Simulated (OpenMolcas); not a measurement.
## Levels of Xe⁶⁺ by method

```
Program             : OpenMolcas
Basis               : ANO-RCC-VQZP [8s7p5d3f2g]
Scalar Hamiltonian  : DKH2, point nucleus
Active space        : 2 electrons in 8 orbitals (5s 5p 6s 6p)
State averaging     : 2S+1 = 3 even, 3 roots; 2S+1 = 1 even, 7 roots; 2S+1 = 3 odd, 3 roots; 2S+1 = 1 odd, 3 roots
Spin-orbit coupling : state interaction with AMFI integrals over the reference wave functions, term energies averaged over their components
```

Methods on the same reference wave functions:
A. CASSCF
B. SS-CASPT2, IPEA 0.25 Eh, imaginary shift 0.1 Eh (closed shells correlated: 4d)
C. MS-CASPT2, IPEA 0.25 Eh, imaginary shift 0.1 Eh (closed shells correlated: 4d)

Energies in cm⁻¹ above 5s² ¹S₀, the measured ground level; measured values from Saloman, J. Phys. Chem. Ref. Data 33, 765 (2004).

```tsv
Level	A	B	C	Measured
5s² ¹S₀	0.0	0.0	0.0	0.0
5s 5p ³P°₀	92853	96850	97440	96141
5s 5p ³P°₁	97047	100660	101250	100451
5s 5p ³P°₂	107941	111940	112530	113676
5s 5p ¹P°₁	153904	140240	140830	143259
5p² ³P₀	225557	225190	225760	223673
5p² ³P₁	233791	234270	234860	234685
5p² ¹S₀	283350	272850	274050	273208
```

Deviations, from unrounded energies. A percentage is the sum of absolute deviations over the sum of measured energies, with the sign that they share, or ± where signs differ.

| Against measurement | Levels | A | B | C |
| --- | --- | --- | --- | --- |
| mean absolute deviation (cm-1) | 7 | 5100 | 1100 | 1300 |
| other configurations (%) | 7 | ±3.0 | ±0.7 | ±0.7 |

B lies closest to measurement on these levels and A furthest from it. The largest miss of B in the table is 5s 5p ¹P°₁, by -3000 cm-1. The ranking rests on the paired levels alone, and a cruder setting can come out closer through cancelling errors.

Between B and C the level of the table that moves most is 5p² ¹S₀, by 1200 cm-1 (lowest in B, highest in C). Moves below CASPT2's spread within the term are not significant.

The lowest spin-free term lies below A's lowest term by 0.463 hartree in B, 0.466 hartree in C.

Over all roots computed the reference weight is 0.89 to 0.95 in B, 0.89 to 0.95 in C; the roots of lowest weight are the least certain, and an intruder state may touch them. Active for correlation alone: 6p 6s; no level in the range computed is led by a configuration that fills them, so any true level of that kind is missing. The ¹D term of p² mixes with s d, which this space lacks. Measured partners are found by configuration, term and J. A level has none where our copy of the source lacks it or the pairing is in doubt (some pairs that miss far off the trend of their configuration count as doubtful), and it then counts in no deviation. Levels of configurations outside the active space are missing. The table leaves out levels that lie high or whose names do not pair safely across all columns.

° marks odd parity.
